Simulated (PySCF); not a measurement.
hydrogen selenide (H2Se), SMILES [SeH2]. Atoms are numbered in the order given.

```xyz
3

Se     0.0000     0.0000     0.0566
H      0.0000    -1.0493    -0.9621
H      0.0000     1.0493    -0.9621
```

Geometry: ωB97X-D3(BJ)/def2-TZVPD.

Level of theory: TDA-ωB97X/def2-TZVPD run with PySCF.

Vertical excitations.  State labels are in the subgroup C2v.

Computed UV-visible absorptions:
```tsv
state	symmetry	energy (eV)	λ (nm)	f	main pairs
S1	A2	5.40	230	0.000	HOMO→LUMO+3 64 %, HOMO→LUMO+1 33 %
S2	B1	5.89	210	0.061	HOMO→LUMO 95 %
S3	A2	7.56	164	0.000	HOMO→LUMO+1 63 %, HOMO→LUMO+3 33 %
S4	B1	7.65	162	0.001	HOMO→LUMO+2 94 %
S5	A1	7.91	157	0.002	HOMO→LUMO+4 95 %
S6	B1	8.19	151	0.202	HOMO→LUMO+5 78 %, HOMO→LUMO+6 17 %
S7	B2	8.59	144	0.016	HOMO→LUMO+7 65 %, HOMO−1→LUMO+3 24 %
S8	B1	8.60	144	0.213	HOMO→LUMO+6 78 %, HOMO→LUMO+5 17 %
S9	A1	8.87	140	0.027	HOMO−1→LUMO 65 %, HOMO→LUMO+8 26 %
S10	A1	9.00	138	0.328	HOMO→LUMO+8 67 %, HOMO−1→LUMO 24 %
T1	A2	4.95	251	0	HOMO→LUMO+3 66 %, HOMO→LUMO+1 30 %
T2	B1	5.47	226	0	HOMO→LUMO 84 %
T3	B2	7.48	166	0	HOMO−1→LUMO+3 63 %, HOMO−1→LUMO+1 29 %
T4	A2	7.49	165	0	HOMO→LUMO+1 68 %, HOMO→LUMO+3 30 %
```
Triplets are in the Tamm–Dancoff approximation.
